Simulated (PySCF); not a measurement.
GeH5O3P, SMILES [OH][Ge]([OH])([OH])[PH2]. Atoms are numbered in the order given.

```xyz
10

O     -0.3793     0.0968     1.8622
Ge    -0.2540     0.0161     0.0911
O     -1.1097     1.5038    -0.4027
O     -1.1098    -1.4382    -0.4686
P      1.8847    -0.1447    -0.7937
H     -0.7782     0.9365     2.1330
H     -1.2914     1.5408    -1.3514
H     -1.8658    -1.6431     0.0999
H      2.1885    -1.2725     0.0286
H      2.3953     0.7952     0.1539
```

Geometry: B3LYP-D3(BJ)/def2-SVP. This is a generated structure with no PubChem entry under its InChIKey; it may be hypothetical. The values are those of a single conformer.

All values below come from PBE/def2-TZVP run with PySCF.

The molecule is in vacuum.

- total energy = -2646.53337 hartree
- highest occupied level = -6.63 eV
- lowest empty level = -1.28 eV
- orbital gap = 5.35 eV
- dipole moment = 0.86 D
- quadrupole, principal values (traceless, Buckingham form, about the centre of nuclear charge) = -3.97, -0.71, 4.68 D·Å
- mean static polarisability = 67.9 bohr³ (10.06 Å³)
- polarisability, principal values = 60.3, 61.4, 82.0 bohr³
